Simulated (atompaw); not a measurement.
## Before and after: PAW (atompaw) potential for zirconium (Zr)

zirconium (Zr), PAW, made with atompaw 4.2.0.5 (LDA (PW92), scalar-relativistic). Core [Ar] 3d10, reference 4s2 4p6 4d2 5s2 5p0. Waves: 4s (bound): rc 1.35 bohr; 5s (bound): rc 2.60 bohr; 4p (bound): rc 2.40 bohr; 5p (bound, empty): rc 2.60 bohr; 4d (bound): rc 2.60 bohr; 4d channel at 0.4 Ry: rc 2.60 bohr; 4f channel at 0.25 Ry: rc 2.60 bohr; 4f channel at 1.65 Ry: rc 2.35 bohr. Local part: troulliermartins scheme with l = 4 at 0 Ry, radius 2.15 bohr. Core correction: smooth core density matched at 2.40 bohr. Augmentation charge: sinc compensation charge, radius 2.40 bohr; PAW radius 2.60 bohr; waves and projectors: custom polynom2 7 10 vanderbiltortho.

Change: local potential bessel scheme, radius 2.15 bohr.

Cutoffs: the cutoffs (Ry, on a coarse ladder) from which the occupation-weighted sum of valence levels, in a spherical-Bessel basis at the reference potential, stays within 10 and 1 mRy of its value at 400 Ry; they do not see the model core or the augmentation charge, which bear on the density cutoff.

Question: What does the change do?

Answer: The potential gets neither clearly harder nor softer (30 Ry and 60 Ry → 30 Ry and 60 Ry); the p channel sets the loose cutoff, while the largest relative change is in s, which becomes harder; the range in which the s phases agree widens (upper end 0.4 → 4.1); the range in which the f phases agree widens (upper end 3.4 → at the end of the scan); neither file shows a bound ghost.

```csv
quantity,base,changed
"cutoff, loose",30 Ry,30 Ry
"cutoff, tight",60 Ry,60 Ry
loose cutoff by channel (10 mRy a level),"s 10 Ry, p 15 Ry, d 15 Ry","s 12 Ry, p 15 Ry, d 15 Ry"
bound ghosts,none,none
s: phases at 2.61 bohr within 0.05 rad from the reference energy up to (Ry; the scan ends near 5),0.4,4.1
p: phases at 2.61 bohr within 0.05 rad from the reference energy up to (Ry; the scan ends near 5),0.8,0.8
d: phases at 2.61 bohr within 0.05 rad from the reference energy up to (Ry; the scan ends near 5),2.6,2.4
f: phases at 2.61 bohr within 0.05 rad from the reference energy up to (Ry; the scan ends near 5),3.4,to the end of the scan
lowest overlap eigenvalue by channel,"s 0.38, p 0.69, d 0.93, f 0.93","s 0.40, p 0.74, d 0.93, f 0.93"
```

 The cutoffs see the waves, projectors and local potential, not the compensation charge or the core.
